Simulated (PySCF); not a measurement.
All values below come from TPSSh-D3(BJ)/def2-TZVP // r2SCAN-D4/def2-SVP (PySCF). Isolated molecules, 0 K electronic values unless said otherwise. 

Reference species: [W(Cl)5(F)] (neutral, multiplicity 1).

```json
{
 "coordination_number": "6",
 "mean_distance_from_the_central_atom_to_its_bonded_neighbours": "2.234 Å"
}
```

Changed species: [W(Cl)6] (0 of 6 Cl replaced by F; the reference has 1 of 6 Cl replaced by F).

Problem. What does the change do to the coordination number and mean distance from the central atom to its bonded neighbours?

Solution. the coordination number is nearly the same; the mean distance from the central atom to its bonded neighbours rises by 0.079 Å, to 2.313 Å.
